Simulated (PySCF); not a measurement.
SMILES O([SiH3])[SiH2][SiH2]B(O)O at its GFN2-xTB optimised geometry (Å):

```
16

O      2.8566     1.2397     0.0000
B      1.4940     1.2397     0.0000
O      0.8950     2.4515     0.0000
Si     0.3046    -0.3330     0.0074
Si    -1.8426     0.1072    -0.7026
O     -2.6593    -1.2956    -0.8320
Si    -3.0853    -2.8488    -0.7828
H      3.3021     0.3952     0.0004
H      1.4932     3.2029     0.0082
H      0.2924    -0.9605     1.3530
H      0.9184    -1.4453    -0.7680
H     -2.6751     0.9049     0.2069
H     -1.9679     0.6901    -2.0467
H     -1.9998    -3.6335    -1.3702
H     -4.3144    -2.9407    -1.5685
H     -3.3021    -3.2029     0.6192
```

Computed with B3LYP/def2-TZVP (PySCF).

Map of the electron localisation function on the plane z = 1.0 Å:

```
|                             |
|                             |
|                             |
|                             |
|                  ..         |
|              ....:.         |
|             :-=--:.         |
|             :+**+-          |
|      :=-    :+##*-  .--.    |
|     *@@@+    :=++: .=*+-    |
|    =@@@@%.     ::..=##+-    |
|    #@@@@@:    .:-:-+**=.    |
|    #@@@@%:   .-**-:=+=:.    |
|    -%@@@+....:-+*=..:::.    |
|     .=+=...:=**+=:   .:.    |
|           .-#@@%=.          |
|           .=@@@@#:          |
|            =@@@@#:          |
|            -%@@%+.          |
|    .:.     .+##=.           |
|  .*@@@*:    .::.            |
|  =@@@@@%.                   |
|  *@@@@@@+                   |
|  *@@@@@@=                   |
|  -@@@@@%:                   |
|   *@@@%=                    |
|    =**:                     |
|                             |
|                             |
```
Scale: ten equal steps from 0.000 (start of ' ') to 1.000 (end of '@'), in the order ' .:-=+*#%@'; x runs from -5.50 to 5.50, y from -5.50 (bottom) to 5.50 (top).
